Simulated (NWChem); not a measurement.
System: C3H7FSi; SMILES C[SiH2]/C=C\F

```xyz
12

C      0.2521    -2.5422     0.0000
Si    -0.5061    -0.8232     0.0000
C      0.8607     0.4634     0.0000
C      0.6444     1.7757     0.0000
F     -0.5849     2.2904     0.0000
H     -0.5308    -3.3159     0.0000
H      0.8804    -2.6950    -0.8914
H      0.8804    -2.6950     0.8914
H     -1.3730    -0.6430     1.2068
H     -1.3730    -0.6430    -1.2068
H      1.9131     0.1606     0.0000
H      1.4091     2.5608     0.0000
```
Atoms are numbered in this order, from 1.

All runs: NWChem. Structure relaxed at the PBE0/def2-SVP level. No frequency run checked for a minimum. Level PBE/def2-SVP: energy and gradient on several grids; changes count from the extra-fine grid, which is no exact limit either.

```
grid     size of the energy change (μHa)  largest change of a gradient component (μHa/bohr)
-------  -------------------------------  -------------------------------------------------
xcoarse                              500                                               4000
coarse                                70                                                200
medium                              < 10                                                100
fine                                < 10                                               < 30
xfine                               < 10                                               < 30
```
